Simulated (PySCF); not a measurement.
## Vibration and rotation of Sr2

PBE0 constants of Sr2, ¹Σg⁺ (singlet), closed shell (PySCF, spin-free X2C with a Gaussian nucleus, basis sets Sr x2c-TZVPall; masses 87.9056 and 87.9056 u):

* ωe: 47.7 cm⁻¹
* ωexe: 0.326 cm⁻¹
* Be: 0.017999 cm⁻¹
* αe: 0.000126 cm⁻¹
* D (centrifugal): 1.02e-08 cm⁻¹
* De to Sr + Sr: 0.180 eV

(1) Give the vibrational terms G(v) and spacings up to v = 6.

(2) How well does the Morse estimate ωe²/(4ωexe) reproduce De, and what is D0?

Closed-shell solutions of metal pairs were not tested for spin polarisation, which can lower them a little. The bond is weak. Basis-set superposition, not corrected here, can be much of De in a small basis, most of all at correlated wavefunction levels. Functionals without a dispersion term scatter widely for such bonds, and LDA overbinds them.

## Answers

(1) G(v) = ωe(v+½) − ωexe(v+½)².

```csv
v,G(v) (cm⁻¹),G(v) − G(v−1),Bv (cm⁻¹)
0,23.8,,0.01794
1,70.8,47.0,0.01781
2,117.2,46.4,0.01768
3,163.0,45.7,0.01756
4,208.0,45.1,0.01743
5,252.5,44.4,0.01731
6,296.3,43.8,0.01718
```

(2) It gives 0.216 eV, 120 % of the computed De. D0 = De − G(0) = 0.180 − 0.003 = 0.177 eV.
